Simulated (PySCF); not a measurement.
**Orbital picture of KH**

PBE at R = 2.265 Å; PySCF, no relativity, basis sets K def2-TZVP, H def2-TZVP. State: ¹Σ⁺ (singlet), closed shell. Only the outer orbitals are listed, counted within each symmetry.

```csv
orbital,occ.,ε (eV),on K (%),main shells (%)
4σ,2,-34.67,100,100 K s
2π,2,-18.54,100,100 K p
2π,2,-18.54,100,100 K p
5σ,2,-18.36,100,100 K p
6σ,2,-3.45,35,"65 H s, 26 K s"
7σ,0,-1.62,92,"60 K s, 31 K p, 8 H s"
3π,0,-0.07,100,96 K p
3π,0,-0.07,100,96 K p
```

Problem. Which are the highest filled and the lowest empty level, where do they sit, and how wide is the gap?

Solution. Highest filled 6σ at -3.45 eV (in %: 65 H s, 26 K s); lowest empty 7σ at -1.62 eV (in %: 60 K s, 31 K p, 8 H s); the gap at PBE is 1.83 eV.

```
bond order (Mayer)                             : 0.90
⟨S²⟩                                           : 0.000
charge on K (Mulliken, basis-dependent)        : 0.31
charge on K (Löwdin, basis-dependent)          : 0.27
dipole moment (positive dipole means K(−)H(+)) : -7.13 D
polarisability along the bond                  : 91.1 bohr³
polarisability across the bond                 : 52.0 bohr³
```
